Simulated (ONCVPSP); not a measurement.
# Er: ONCV pseudisation with LDA (Perdew-Wang 92), scalar-relativistic reference atom.

* Element: Er (Z = 68)
* Generator: ONCVPSP 4.0.1
* Type: optimised norm-conserving Vanderbilt (ONCV)
* Functional: LDA (Perdew-Wang 92)
* Relativity: scalar-relativistic
* Frozen core: [Kr]
* Valence charge: 32
* Reference configuration: 4d10 4f12 5s2 5p6 6s2
* Partial waves: 5s+6s: rc 2.40 bohr, ncon 3, nbas 6, qcut 3.8 1/bohr, 2 projectors; 5p: rc 1.50 bohr, ncon 4, nbas 8, qcut 6.5 1/bohr, 3 projectors, debl 3.2 Ha; 4d: rc 0.70 bohr, ncon 3, nbas 8, qcut 18.8 1/bohr, 2 projectors, debl 3.5 Ha; 4f: rc 0.95 bohr, ncon 4, nbas 8, qcut 15.8 1/bohr, 2 projectors, debl 1.2 Ha
* Local potential: polynomial inside 0.50 bohr (lpopt 5, dvloc0 0 Ha)
* Core correction: none

In the d channel the program set the typed energies aside and used -6.071, 0.250 Ha.

Task: Estimate the cutoffs (Ha) at which the residual kinetic energy of the hardest occupied pseudo-wave falls to 1 and 0.1 mHa per electron.

Result: 133 Ha and 298 Ha.

Task: Does the potential have ghost states?

Result: Ghosts flagged at negative energy: s at -1097.3 eV, s at -40.9 eV, p at -441.1 eV; no localised positive-energy state flagged. A true bound ghost makes a file unfit for plane-wave use.

Tests left out (the all-electron energies of this program are off by 10 to 40 meV for near-neutral 4f atoms).
